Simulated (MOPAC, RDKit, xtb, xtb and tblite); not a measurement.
Torsional profile of SMILES CC(C)c1cc(ccc1)C(F)(F)F. Scanned: dihedral C1–C2–C4–C5; all other coordinates were relaxed at GFN2-xTB.

Atom numbering (GFN2-xTB optimised geometry, Å):
```
24

C     -2.2498     0.5954     1.2946
C     -1.8956    -0.0850    -0.0296
C     -2.2123     0.8304    -1.2142
C     -0.4449    -0.4959    -0.0450
C     -0.0859    -1.8339    -0.1510
C      1.2432    -2.2218    -0.1658
C      2.2449    -1.2741    -0.0743
C      1.8933     0.0655     0.0348
C      2.9877     1.0899     0.1121
F      3.9472     0.7525     0.9925
F      3.6151     1.2516    -1.0713
F      2.5559     2.3073     0.4730
C      0.5640     0.4555     0.0472
H     -3.3108     0.8321     1.3205
H     -1.6898     1.5186     1.4186
H     -2.0209    -0.0605     2.1316
H     -2.5064    -0.9894    -0.1235
H     -3.2746     1.0624    -1.2328
H     -1.9476     0.3448    -2.1508
H     -1.6599     1.7636    -1.1429
H     -0.8591    -2.5853    -0.2234
H      1.4998    -3.2667    -0.2494
H      3.2853    -1.5604    -0.0830
H      0.3214     1.5033     0.1320
```

Computed with: GFN2-xTB (xtb and tblite); MMFF94 // GFN2-xTB (RDKit); UFF // GFN2-xTB (RDKit); PM3, restricted, heats of formation // GFN2-xTB (MOPAC); AM1, restricted, heats of formation // GFN2-xTB (MOPAC); GFN1-xTB // GFN2-xTB (xtb).

Energies in kJ/mol, each method relative to its own lowest point.

| φ / ° | GFN2-xTB | MMFF94 | UFF | PM3 | AM1 | GFN1-xTB |
|---|---|---|---|---|---|---|
| -160 | 10.7 | 14.9 | 31.8 | 9.7 | 7.1 | 9.9 |
| -140 | 10.1 | 13.1 | 28.5 | 9.0 | 6.6 | 9.4 |
| -120 | 5.4 | 7.5 | 16.7 | 5.7 | 3.5 | 5.7 |
| -100 | 2.4 | 3.8 | 8.8 | 3.1 | 2.2 | 3.0 |
| -80 | 1.2 | 1.2 | 3.0 | 1.4 | 1.3 | 1.3 |
| -60 | 0.4 | 0.0 | 0.0 | 0.0 | 0.1 | 0.3 |
| -40 | 1.4 | 1.7 | 4.0 | 1.8 | 1.5 | 1.6 |
| -20 | 2.7 | 4.4 | 10.1 | 3.5 | 2.3 | 3.4 |
| 0 | 6.1 | 8.6 | 18.7 | 6.5 | 4.0 | 6.4 |
| 20 | 10.7 | 14.0 | 30.1 | 9.4 | 7.0 | 9.8 |
| 40 | 10.3 | 14.1 | 30.5 | 9.4 | 6.8 | 9.5 |
| 60 | 5.2 | 8.2 | 17.8 | 6.0 | 3.6 | 5.6 |
| 80 | 2.0 | 3.7 | 8.4 | 3.5 | 2.0 | 2.5 |
| 100 | 0.7 | 1.1 | 2.5 | 1.7 | 1.0 | 0.8 |
| 120 | 0.0 | 0.2 | 0.2 | 0.3 | 0.0 | 0.0 |
| 140 | 1.0 | 1.7 | 3.8 | 1.9 | 1.3 | 1.2 |
| 160 | 2.3 | 4.7 | 10.1 | 3.4 | 2.3 | 3.0 |
| 180 | 6.0 | 9.7 | 20.4 | 6.8 | 4.2 | 6.3 |

Root-mean-square difference from the GFN1-xTB profile, itself a level with limits, after the best constant shift (kJ/mol): GFN2-xTB 0.5, MMFF94 1.7, UFF 7.4, PM3 0.4, AM1 1.1.
